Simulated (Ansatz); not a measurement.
A nudged elastic band was laid between two geometries of AlClFH$_{4}$NO (9 atoms, charge 0, multiplicity 1).

Theory: RKS PBE0/def2-SVP in Ansatz.

| Property | Result |
| --- | --- |
| movable images | 9 |
| climbing image | yes |
| spring | 5.0 eV/Å² |
| optimiser | quadratic models (default) |
| start path | through a guess of the saddle point |
| force threshold | 0.05 eV/Å |
| iteration limit | 60 |
| end points | relaxed |

Image 0:

```xyz
9
Properties=species:S:1:pos:R:3
Al -0.084 0.170 0.282
N -0.047 -0.060 2.086
H -0.725 -0.673 2.532
H 0.846 -0.195 2.556
F 1.361 0.207 -0.549
Cl -1.802 -0.520 -0.752
O -0.546 2.044 0.624
H -1.407 2.364 0.324
H -0.593 1.821 1.589
```

Image 10:

```xyz
9
Properties=species:S:1:pos:R:3
Al -0.306 0.547 0.146
N -0.107 0.124 2.089
H -0.731 -0.626 2.387
H 0.853 -0.144 2.310
F 1.257 0.251 -0.385
Cl -1.725 -0.895 -0.518
O -0.813 2.168 0.376
H -1.086 2.761 -0.323
H -0.339 0.973 2.609
```

**Question.** What changes between the two ends?

**Answer.** Bonds broken: O7–H9. Bonds formed: N2–H9.

**Question.** What energy profile does the band end with?

**Answer.** The run converged. The highest image is number 2 of 0 to 10, 0.062 eV above the first end and 1.010 eV above the last; the last end lies 0.948 eV below the first. A vibrational analysis at the climbing image gives one clearly imaginary mode, 691i cm⁻¹: a first-order saddle point. The orbitals stay closed-shell, which can raise the energy where a bond breaks towards radicals; this wasn't checked here.

| image | path coordinate (Å) | energy (eV) | O7–H9 (Å) | N2–H9 (Å) |
| --- | --- | --- | --- | --- |
| 0 | 0.00 | 0.000 | 0.99 | 2.02 |
| 1 | 0.29 | 0.016 | 1.02 | 1.77 |
| 2 | 0.59 | 0.062 | 1.12 | 1.47 |
| 3 | 0.82 | -0.100 | 1.33 | 1.24 |
| 4 | 1.04 | -0.470 | 1.58 | 1.09 |
| 5 | 1.27 | -0.682 | 1.82 | 1.04 |
| 6 | 1.50 | -0.792 | 2.00 | 1.03 |
| 7 | 1.72 | -0.864 | 2.16 | 1.03 |
| 8 | 1.95 | -0.912 | 2.30 | 1.02 |
| 9 | 2.18 | -0.939 | 2.44 | 1.02 |
| 10 | 2.40 | -0.948 | 2.58 | 1.02 |

**Question.** What is the geometry of the highest image?

**Answer.** 
```xyz
9
Properties=species:S:1:pos:R:3
Al -0.116 0.232 0.165
N -0.098 0.072 2.039
H -0.784 -0.526 2.496
H 0.789 -0.046 2.526
F 1.371 0.184 -0.585
Cl -1.764 -0.650 -0.816
O -0.543 1.991 0.696
H -1.359 2.465 0.500
H -0.494 1.435 1.670
```

**Question.** What are the harmonic wavenumbers there?

**Answer.** 691i, 139, 157, 196, 252, 349, 419, 427, 546, 682, 697, 717, 772, 888, 894, 1441, 1543, 2051, 3568, 3654, 3914 cm⁻¹.

The band took 14 iterations and about 10 core-minutes.

The run took 5.2 min on 2 threads of Arm Neoverse V1 (shared host), peak memory 0.21 GiB.
